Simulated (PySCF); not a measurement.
# Two-component Hartree-Fock for Rh(25+) (rhodium, charge +25)

Start: [Ar] 3d2; 3d3/2 filled at m_j = +1/2, +3/2. Calculated with PySCF 2.14 in an even-tempered Gaussian basis (16 s from 3.5 bohr⁻², ratio 2.8; 12 p from 4.5 bohr⁻², ratio 2.8; 8 d from 4.5 bohr⁻², ratio 2.8; 3 f from 14 bohr⁻², ratio 3): generalised Hartree-Fock with the X2C-1e Hamiltonian and a Gaussian nucleus; one run each with spin-orbit coupling (SO) switched off, then screened by Boettger's factors.

```json
{"spinor shell": "1s1/2", "electrons": "2", "ε, spin-free (eV)": "-24421.6", "ε, screened SO (eV)": "-24419.7", "weight of nominal j (screened SO)": "1.000", "rms radius, screened SO (bohr)": "0.0375"}
{"spinor shell": "2s1/2", "electrons": "2", "ε, spin-free (eV)": "-4524.0", "ε, screened SO (eV)": "-4523.1", "weight of nominal j (screened SO)": "1.000", "rms radius, screened SO (bohr)": "0.152"}
{"spinor shell": "2p1/2", "electrons": "2", "ε, spin-free (eV)": "-4162.2", "ε, screened SO (eV)": "-4266.5", "weight of nominal j (screened SO)": "0.999", "rms radius, screened SO (bohr)": "0.132"}
{"spinor shell": "2p3/2", "electrons": "4", "ε, spin-free (eV)": "-4162.2", "ε, screened SO (eV)": "-4112.9", "weight of nominal j (screened SO)": "1.000", "rms radius, screened SO (bohr)": "0.136"}
{"spinor shell": "3s1/2", "electrons": "2", "ε, spin-free (eV)": "-1547.7", "ε, screened SO (eV)": "-1547.5", "weight of nominal j (screened SO)": "1.000", "rms radius, screened SO (bohr)": "0.384"}
{"spinor shell": "3p1/2", "electrons": "2", "ε, spin-free (eV)": "-1421.7", "ε, screened SO (eV)": "-1449.5", "weight of nominal j (screened SO)": "0.981", "rms radius, screened SO (bohr)": "0.375"}
{"spinor shell": "3p3/2", "electrons": "4", "ε, spin-free (eV)": "-1421.7", "ε, screened SO (eV)": "-1408.5", "weight of nominal j (screened SO)": "0.990", "rms radius, screened SO (bohr)": "0.384"}
{"spinor shell": "3d3/2", "electrons": "2", "ε, spin-free (eV)": "-1274.2", "ε, screened SO (eV)": "-1276.6", "weight of nominal j (screened SO)": "0.960", "rms radius, screened SO (bohr)": "0.341"}
```

| quantity | spin-free | screened SO |
| --- | --- | --- |
| E (hartree) | -4387.69299 | -4388.66561 |
| M_J | 2 | 2 |
| ⟨J²⟩ | 8.001 | 6.245 |
| ⟨L²⟩ | 12.001 | 11.016 |
| ⟨S²⟩ | 2.000 | 1.699 |

Each row is a mean over spinors that exchange with the open shell spreads, by up to 17.010 eV (3p1/2).

⟨J²⟩ departs a little from M_J(M_J + 1) because the unrestricted spinors polarise the closed shells.

Breit and QED terms are absent; they matter most for the inner s and p1/2 levels.

Densities and radii are taken from the X2C orbitals without a picture-change correction, which distorts them close to the nucleus.

Without spin-orbit coupling the j labels of p, d and f shells carry no meaning; the spin-free column gives the mean over the occupied spinors of each nl shell, and its ⟨J²⟩ belongs to a mixture of degenerate components.
